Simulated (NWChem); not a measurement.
# Correlation energy of BF

```xyz
2

B      0.0000     0.0000    -0.8123
F      0.0000     0.0000     0.4513
```
Charge 0, spin multiplicity 1.

All runs are NWChem calculations. Structure: optimised with B3LYP/def2-SVP, a minimum by its harmonic frequencies.

Basis set: def2-TZVP. Each correlation energy counts from its own Hartree-Fock reference.

The correlated methods keep 2 core orbitals frozen. The structure started from a generated list of species. No row is a measurement; the coupled-cluster row has its own basis-set and correlation limits.

Problem. Order these methods by the correlation energy they give, lowest first: MP2, SCS-MP2, CR-CCSD[T], CCSD.

Solution. CR-CCSD[T] (-342.4 mHa), CCSD (-332.8 mHa), MP2 (-319.8 mHa), SCS-MP2 (-315.6 mHa)
